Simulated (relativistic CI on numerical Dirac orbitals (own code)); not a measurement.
Method of calculation: Dirac-Coulomb-Breit CI, orbitals from a KLI potential per configuration, QED by a radiative potential, unscaled Slater integrals (own radial code, finite nucleus).

The strongest absorption lines from the ground level of an ion, among the configurations computed and to levels below about 796 eV (vacuum wavelength in Å, gf): 28.641 (0.03), 28.944 (0.71), 29.261 (0.74), 29.328 (1.2), 31.513 (0.046), 35.732 (0.21), 44.446 (0.69), 44.997 (0.35).

(1) Which ion is it?
A. La40+
B. Tb48+
C. Tm52+
D. Ta56+

Results:

(1) B. Tb48+ has 17 electrons and the ground level 3s2 3p5 2P°_3/2; the strongest line goes to 3s2 3p4 3d 2D_5/2. The pattern of lines fixes the number of electrons, and along that sequence the line energies rise steadily with the charge (about as its square where n changes within one kind of shell, about linearly where n is kept but much faster in heavy ions where fine structure, which grows about as Z⁴, sets the gap, and irregularly where shells cross), which fixes Z. Configurations outside the model, such as inner-shell arrays, can give stronger lines. At this charge energies of transitions that change n are usually good to better than 1 %, and those within a shell (Δn = 0) to a few per cent.

LS names give the leading component of a level, which can be under half, so a name can repeat, a term be missing and a line seem to break the LS rules.
